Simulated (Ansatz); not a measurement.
Consider the formal exchange of groups at a C–Si bond: `C=C[Si](O)(Cl)Cl` + `CCl` → `C=CCCl` + `O[SiH](Cl)Cl`.

Calculated with Ansatz (gas phase, PBE0-D4/def2-TZVP geometries, no zero-point term in ΔE). CBS: MP2 limit from def2 TZ/QZ plus the TZ coupled-cluster correction, frozen cores. This one scheme is used for every species. DFT in def2-TZVPP. B3LYP here is the variant with VWN-RPA as its local correlation; programs differ in this. Each species was taken in one conformer, which may not be the lowest.

```tsv
level	ΔE (kcal/mol)	difference from CCSD(T)/CBS
PBE-D4	8.8	-0.3
revPBE-D4	9.3	0.2
r2SCAN-D4	9.3	0.2
B97M-V	9.7	0.6
B3LYP-D4	9.5	0.4
r2SCANh-D4	9.4	0.3
ωB97X-V	9.1	0.0
PBE-QIDH	8.9	-0.2
r2SCAN	9.1	0.0
PBE0	8.3	-0.8
r2SCANh	9.1	0.0
r2SCAN0	9.1	0.0
HF/def2-SVP	8.5	-0.6
CCSD(T)/def2-TZVPP	9.0	-0.1
MP2/def2-QZVPP	9.2	0.1
MP2/CBS(def2)	9.3	0.2
CCSD(T)/CBS	9.1	0
```

Largest T1 diagnostic among the species: 0.010.

Leaving LDA and LC-ωPBE aside and taking each functional with its dispersion term where it has one, the values, not all of them listed here, spread over 1.2 kcal/mol, from B2PLYP to BHLYP-D4. In def2-TZVPP, CCSD(T) changes the Hartree–Fock value by +0.8 kcal/mol (the triples alone add +0.1 kcal/mol) and MP2 by +0.9 kcal/mol.
